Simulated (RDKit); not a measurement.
RDKit input (UFF):

```python
from rdkit import Chem
from rdkit.Chem import AllChem, rdDetermineBonds

mol = Chem.MolFromXYZFile('mol.xyz')
rdDetermineBonds.DetermineBonds(mol, charge=0)
print('SMILES', Chem.MolToSmiles(Chem.RemoveHs(mol)))
ff = AllChem.UFFGetMoleculeForceField(mol)
e0 = ff.CalcEnergy()
flag = ff.Minimize(maxIts=5000, forceTol=1e-5)
print(f'energy {e0:.4f} -> {ff.CalcEnergy():.4f} kcal/mol, converged: {flag == 0}')
print(Chem.MolToXYZBlock(mol))
```
mol.xyz:
```
4

O      1.36185604    -0.14860171    -0.35687594
S      0.16703457    -0.00768004     0.40478800
F     -0.63440715     1.23198408    -0.22845242
F     -0.87308190    -1.08624028    -0.17394763
```

Problem. Which steric energies does it print, before and after the minimisation?

Solution. 37.73 and 0.00 kcal/mol. They count from the force field's own zero for this bonding and are no heats of formation.
